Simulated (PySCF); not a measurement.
C3H3BrO.
Numbering: `[O:1]=[C:2]=[CH:3][CH2:4][Br:5]` (hydrogens: H6 on C3; H7, H8 on C4)

Method: PBE0-D3(BJ)/def2-SVP geometry optimisation, gas phase in PySCF 2.14.0; density fitting, grid level 1; the optimiser is geomeTRIC in internal coordinates, started from a GFN2-xTB structure with every atom displaced at random (about 0.01 Å).

The end geometry, which sets the zero of energy:
```
atom  x, y, z in Å
O1      2.6585   -0.1379   -0.3922
C2      1.5873   -0.0999    0.0467
C3      0.3673   -0.0827    0.5561
C4     -0.8565   -0.1347   -0.2728
Br5    -1.6941    1.6356   -0.5589
H6      0.3062    0.0597    1.6385
H7     -0.6723   -0.5301   -1.2780
H8     -1.6413   -0.7291    0.2082
```

Task: These geometries come from the run, each turned onto the end geometry. Order them by energy, lowest first.
A.
```
atom  x, y, z in Å
O1      2.5375   -0.0911   -0.5349
C2      1.5591   -0.1039    0.0796
C3      0.3616   -0.1053    0.6333
C4     -0.8182   -0.1500   -0.2605
Br5    -1.6137    1.6411   -0.5953
H6      0.2630    0.0492    1.7066
H7     -0.5903   -0.5386   -1.2575
H8     -1.6438   -0.7206    0.1763
```
B.
```
atom  x, y, z in Å
O1      2.6597   -0.1318   -0.4164
C2      1.6103   -0.1011    0.0737
C3      0.3761   -0.0812    0.5529
C4     -0.8546   -0.1370   -0.2711
Br5    -1.6930    1.6383   -0.5629
H6      0.2776    0.0498    1.6316
H7     -0.6789   -0.5336   -1.2770
H8     -1.6422   -0.7224    0.2167
```
C.
```
atom  x, y, z in Å
O1      2.6667   -0.1488   -0.3880
C2      1.5675   -0.0828    0.0411
C3      0.3555   -0.0932    0.5396
C4     -0.8276   -0.1510   -0.2685
Br5    -1.6872    1.6445   -0.5412
H6      0.2711    0.0680    1.6088
H7     -0.6691   -0.5288   -1.2687
H8     -1.6217   -0.7270    0.2246
```

Result: B (0.016 eV), A (0.044 eV), C (0.083 eV).

In the order of the answer:

```tsv
step	E above end (eV)	largest force (eV/Å)	rms force component (eV/Å)	rms distance from end (Å)	rms bond change (Å)	bond most changed (Å)
2	0.016	0.64	0.159	0.020	0.003	C4–Br5 +0.006
1	0.044	0.52	0.159	0.094	0.004	C4–Br5 +0.009
0	0.083	3.19	0.906	0.027	0.024	C3–C4 -0.045
```

What follows is the cost of the whole optimisation. On one thread of an Arm Neoverse V2 (shared host), this took 24 s wall and 0.41 GiB of memory at its peak.
